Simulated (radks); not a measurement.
Species: Mg IV. Configuration: [He] 2s1 2p6 (not the ground configuration).

All-electron calculation, scalar-relativistic Kohn-Sham, SCAN, spin-polarised, spherical densities, finite nucleus; open shells are filled with parallel spins first; meta-GGA in the generalised Kohn-Sham scheme; Fermi nuclear charge, rms radius 3.057 fm. Program: a radial shooting solver on a logarithmic mesh with Libxc functionals.

Energy parts (hartree):
total: -195.30134
kinetic: 195.58147
electron-nucleus: -453.03569
Hartree: 77.17091
exchange-correlation: -15.01802

Orbitals (lengths in bohr, moments of r in powers of bohr; <r^-3> diverges for s and p1/2):
orbital  occ.  eigenvalue (hartree)  <r^-3>
1s up       1             -48.71821       -
1s down     1             -48.65937       -
2s up       1              -4.89960       -
2p up       3              -3.61911   28.23
2p down     3              -3.49112   28.18

The highest occupied level is 2p down at -94.998 eV. The density falls to 0.001 e/bohr^3 at r = 2.05 bohr. Summed over all electrons, <r^2> = 3.703 bohr^2, which gives a Langevin (diamagnetic) susceptibility term of -2.93 x 10^-6 cm^3/mol.

Empty levels of this run are not shown, since the potential may be unsettled where no density lies.
